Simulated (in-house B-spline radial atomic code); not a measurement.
Inner levels of silver as electrons are removed. A shift is the extra binding of the orbital against the neutral atom ([Kr] 4d10 5s1). Computed with an all-electron radial atomic-structure program (B-spline basis): non-relativistic Hartree-Fock, average of the configuration, point nuclei.

This level leaves out relativity, spin-orbit splitting included, which matters for heavy ions.

```json
{"ion": "Ag18+", "configuration": "[Ar] 3d10 4s1", "shift of 2s (eV)": "478.79", "shift of 1s (eV)": "489.69", "shift of 2p (eV)": "480.5", "radius of 2s (bohr)": "0.14008", "radius of 1s (bohr)": "0.032383", "radius of 2p (bohr)": "0.11992", "Σ<r²> (bohr²)": "3.475", "change of density at nucleus (bohr⁻³)": "-4.8187"}
{"ion": "Ag19+", "configuration": "[Ar] 3d10", "shift of 2s (eV)": "516.89", "shift of 1s (eV)": "530.11", "shift of 2p (eV)": "519.3", "radius of 2s (bohr)": "0.14007", "radius of 1s (bohr)": "0.032383", "radius of 2p (bohr)": "0.1199", "Σ<r²> (bohr²)": "2.729", "change of density at nucleus (bohr⁻³)": "-165.83"}
{"ion": "Ag20+", "configuration": "[Ar] 3d9", "shift of 2s (eV)": "593.58", "shift of 1s (eV)": "607.85", "shift of 2p (eV)": "596.4", "radius of 2s (bohr)": "0.13997", "radius of 1s (bohr)": "0.032383", "radius of 2p (bohr)": "0.11979", "Σ<r²> (bohr²)": "2.5315", "change of density at nucleus (bohr⁻³)": "-132.97"}
{"ion": "Ag21+", "configuration": "[Ar] 3d8", "shift of 2s (eV)": "672.43", "shift of 1s (eV)": "687.98", "shift of 2p (eV)": "675.72", "radius of 2s (bohr)": "0.13986", "radius of 1s (bohr)": "0.032384", "radius of 2p (bohr)": "0.11968", "Σ<r²> (bohr²)": "2.3455", "change of density at nucleus (bohr⁻³)": "-98.587"}
{"ion": "Ag22+", "configuration": "[Ar] 3d7", "shift of 2s (eV)": "753.4", "shift of 1s (eV)": "770.51", "shift of 2p (eV)": "757.24", "radius of 2s (bohr)": "0.13974", "radius of 1s (bohr)": "0.032385", "radius of 2p (bohr)": "0.11956", "Σ<r²> (bohr²)": "2.17", "change of density at nucleus (bohr⁻³)": "-62.687"}
{"ion": "Ag23+", "configuration": "[Ar] 3d6", "shift of 2s (eV)": "836.48", "shift of 1s (eV)": "855.42", "shift of 2p (eV)": "840.93", "radius of 2s (bohr)": "0.13961", "radius of 1s (bohr)": "0.032385", "radius of 2p (bohr)": "0.11943", "Σ<r²> (bohr²)": "2.0042", "change of density at nucleus (bohr⁻³)": "-25.269"}
{"ion": "Ag24+", "configuration": "[Ar] 3d5", "shift of 2s (eV)": "921.65", "shift of 1s (eV)": "942.7", "shift of 2p (eV)": "926.78", "radius of 2s (bohr)": "0.13947", "radius of 1s (bohr)": "0.032386", "radius of 2p (bohr)": "0.11929", "Σ<r²> (bohr²)": "1.8474", "change of density at nucleus (bohr⁻³)": "13.666"}
{"ion": "Ag25+", "configuration": "[Ar] 3d4", "shift of 2s (eV)": "1008.87", "shift of 1s (eV)": "1032.36", "shift of 2p (eV)": "1014.77", "radius of 2s (bohr)": "0.13932", "radius of 1s (bohr)": "0.032387", "radius of 2p (bohr)": "0.11915", "Σ<r²> (bohr²)": "1.6988", "change of density at nucleus (bohr⁻³)": "54.122"}
{"ion": "Ag26+", "configuration": "[Ar] 3d3", "shift of 2s (eV)": "?", "shift of 1s (eV)": "?", "shift of 2p (eV)": "?", "radius of 2s (bohr)": "?", "radius of 1s (bohr)": "?", "radius of 2p (bohr)": "?", "Σ<r²> (bohr²)": "?", "change of density at nucleus (bohr⁻³)": "?"}
{"ion": "Ag27+", "configuration": "[Ar] 3d2", "shift of 2s (eV)": "1189.42", "shift of 1s (eV)": "1218.75", "shift of 2p (eV)": "1197.09", "radius of 2s (bohr)": "0.139", "radius of 1s (bohr)": "0.032388", "radius of 2p (bohr)": "0.11883", "Σ<r²> (bohr²)": "1.4243", "change of density at nucleus (bohr⁻³)": "139.61"}
{"ion": "Ag28+", "configuration": "[Ar] 3d1", "shift of 2s (eV)": "1282.7", "shift of 1s (eV)": "1315.47", "shift of 2p (eV)": "1291.4", "radius of 2s (bohr)": "0.13882", "radius of 1s (bohr)": "0.032389", "radius of 2p (bohr)": "0.11866", "Σ<r²> (bohr²)": "1.2974", "change of density at nucleus (bohr⁻³)": "184.64"}
{"ion": "Ag29+", "configuration": "[Ne] 3s2 3p6", "shift of 2s (eV)": "1377.97", "shift of 1s (eV)": "1414.55", "shift of 2p (eV)": "1387.77", "radius of 2s (bohr)": "0.13864", "radius of 1s (bohr)": "0.032389", "radius of 2p (bohr)": "0.11847", "Σ<r²> (bohr²)": "1.1766", "change of density at nucleus (bohr⁻³)": "231.2"}
{"ion": "Ag30+", "configuration": "[Ne] 3s2 3p5", "shift of 2s (eV)": "1466.45", "shift of 1s (eV)": "1516.09", "shift of 2p (eV)": "1477.85", "radius of 2s (bohr)": "0.13844", "radius of 1s (bohr)": "0.032385", "radius of 2p (bohr)": "0.11846", "Σ<r²> (bohr²)": "1.0359", "change of density at nucleus (bohr⁻³)": "283.29"}
{"ion": "Ag31+", "configuration": "[Ne] 3s2 3p4", "shift of 2s (eV)": "1556.2", "shift of 1s (eV)": "1619.42", "shift of 2p (eV)": "1569.29", "radius of 2s (bohr)": "0.13824", "radius of 1s (bohr)": "0.032381", "radius of 2p (bohr)": "0.11829", "Σ<r²> (bohr²)": "0.89973", "change of density at nucleus (bohr⁻³)": "336.64"}
{"ion": "Ag32+", "configuration": "[Ne] 3s2 3p3", "shift of 2s (eV)": "1647.23", "shift of 1s (eV)": "1724.52", "shift of 2p (eV)": "1662.08", "radius of 2s (bohr)": "0.13804", "radius of 1s (bohr)": "0.032376", "radius of 2p (bohr)": "0.11812", "Σ<r²> (bohr²)": "0.76784", "change of density at nucleus (bohr⁻³)": "391.24"}
{"ion": "Ag33+", "configuration": "[Ne] 3s2 3p2", "shift of 2s (eV)": "1739.53", "shift of 1s (eV)": "1831.41", "shift of 2p (eV)": "1756.22", "radius of 2s (bohr)": "0.13783", "radius of 1s (bohr)": "0.032371", "radius of 2p (bohr)": "0.11794", "Σ<r²> (bohr²)": "0.64009", "change of density at nucleus (bohr⁻³)": "447.11"}
{"ion": "Ag34+", "configuration": "[Ne] 3s2 3p1", "shift of 2s (eV)": "?", "shift of 1s (eV)": "?", "shift of 2p (eV)": "?", "radius of 2s (bohr)": "?", "radius of 1s (bohr)": "?", "radius of 2p (bohr)": "?", "Σ<r²> (bohr²)": "?", "change of density at nucleus (bohr⁻³)": "?"}
{"ion": "Ag35+", "configuration": "[Ne] 3s2", "shift of 2s (eV)": "?", "shift of 1s (eV)": "?", "shift of 2p (eV)": "?", "radius of 2s (bohr)": "?", "radius of 1s (bohr)": "?", "radius of 2p (bohr)": "?", "Σ<r²> (bohr²)": "?", "change of density at nucleus (bohr⁻³)": "?"}
{"ion": "Ag36+", "configuration": "[Ne] 3s1", "shift of 2s (eV)": "2016.8", "shift of 1s (eV)": "2154.48", "shift of 2p (eV)": "2041.85", "radius of 2s (bohr)": "0.1374", "radius of 1s (bohr)": "0.032359", "radius of 2p (bohr)": "0.11742", "Σ<r²> (bohr²)": "0.26987", "change of density at nucleus (bohr⁻³)": "-269.52"}
{"ion": "Ag37+", "configuration": "[He] 2s2 2p6", "shift of 2s (eV)": "2106.66", "shift of 1s (eV)": "2259.87", "shift of 2p (eV)": "2136.27", "radius of 2s (bohr)": "0.13728", "radius of 1s (bohr)": "0.032357", "radius of 2p (bohr)": "0.11726", "Σ<r²> (bohr²)": "0.14665", "change of density at nucleus (bohr⁻³)": "-1129.18"}
```

(1) Fill in the row of Ag26+.

(2) Fill in the row of Ag34+.

(3) Fill in the row of Ag35+.

Answers

(1) shift of 2s (eV): 1098.13; shift of 1s (eV): 1124.37; shift of 2p (eV): 1104.88; radius of 2s (bohr): 0.13916; radius of 1s (bohr): 0.032387; radius of 2p (bohr): 0.11899; Σ<r²> (bohr²): 1.558; change of density at nucleus (bohr⁻³): 96.102.

(2) shift of 2s (eV): 1833.09; shift of 1s (eV): 1940.06; shift of 2p (eV): 1851.7; radius of 2s (bohr): 0.13762; radius of 1s (bohr): 0.032366; radius of 2p (bohr): 0.11776; Σ<r²> (bohr²): 0.51631; change of density at nucleus (bohr⁻³): 504.25.

(3) shift of 2s (eV): 1927.91; shift of 1s (eV): 2050.49; shift of 2p (eV): 1948.51; radius of 2s (bohr): 0.1374; radius of 1s (bohr): 0.032361; radius of 2p (bohr): 0.11758; Σ<r²> (bohr²): 0.39635; change of density at nucleus (bohr⁻³): 562.65.
